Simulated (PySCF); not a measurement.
Gas-phase reaction: 2 InCl₂ + H₂ ⇌ 2 InHCl₂

Method: PySCF energies plus ideal-gas RRHO corrections (1 bar). † marks an energy on the PBE0/def2-TZVP geometry and frequencies. MP2 and CCSD(T) freeze the core. Open shells (unrestricted): InCl₂ (multiplicity 2); the rest are closed-shell singlets. In: scalar-relativistic def2 core potential, no spin-orbit coupling. InCl₂, InHCl₂: computed as isolated molecules; such fragments, hydroxides, amides, oligomers or adducts are transient or little studied in the gas. MP2 isn't extrapolated to the basis-set limit; its ΔH°(298 K) is -134.5 kJ in def2-SVP and -139.1 kJ in def2-TZVPP. CCSD(T) isn't extrapolated to the basis-set limit; its ΔH°(298 K) is -133.9 kJ in def2-SVP and -138.2 kJ in def2-TZVPP. The harmonic model lacks anharmonicity and excited electronic states, which grow with temperature; levels with a mode under 35 cm⁻¹ are left out. Soft modes under 120 cm⁻¹ make the harmonic entropy rough for InCl₂, InHCl₂.

| level | ΔE electronic, kJ | ΔH°(298 K), kJ | ΔS°(298 K), J/K | ΔG°(1200 K), kJ |
|---|---|---|---|---|
| CCSD(T)/def2-TZVPP† | -140 | -138 | -132 | 18 |
| MP2/def2-SVP† | -136 | -135 | -132 | 22 |
| MP2/def2-TZVPP† | -140 | -139 | -132 | 18 |
| PBE0/def2-QZVP† | -121 | -120 | -132 | 37 |
| PBE0/def2-SVP† | -120 | -119 | -132 | 38 |
| LDA/def2-TZVP† | -152 | -151 | -132 | 6 |
| ωB97X-V/def2-TZVP† | -153 | -151 | -132 | 5 |
ΔH° is lowest at ωB97X-V/def2-TZVP† and highest at PBE0/def2-SVP†. No reference value is set beside these.
